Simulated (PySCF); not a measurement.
**Energy of Ag⁻ (silver, charge -1) between two integer charges**

The 5s beta orbital of [Kr] 4d10 5s2 is emptied in steps (occupation f), with all orbitals relaxed, ending at [Kr] 4d10 5s1. Computed with PySCF 2.14 in aug-cc-pVTZ-PP with ECP28MDF (6s6p5d3f2g, 88 functions), with scalar relativity through the core potential. The exact energy is a straight line in f; departures are measured from the line between the end points of the same method.

```tsv
f	BHandHLYP (eV)	HSE06 (eV)
1	0.000	0.000
0.75	-0.194	-0.372
0.5	-0.272	-0.511
0.25	-0.213	-0.392
0	0.000	0.000
```

```tsv
method	E(f=0) − E(f=1) (eV)	−ε at f=1 (eV)	−ε at f=0.5 (eV)
BHandHLYP	1.023	0.050	0.973
HSE06	1.182	-0.743	1.129
```

Orbital energy along the path (eV):

| f | BHandHLYP | HSE06 |
| --- | --- | --- |
| 1 | -0.050 | 0.743 |
| 0.75 | -0.464 | -0.144 |
| 0.5 | -0.973 | -1.129 |
| 0.25 | -1.555 | -2.198 |
| 0 | -2.203 | -3.287 |

At f = 1 the orbital energy is positive for HSE06: only the finite basis holds the electron.

Reference removal energy between the ground levels: 1.304 eV (measured; photodetachment measurements, as compiled on the Wikipedia data page of electron affinities).
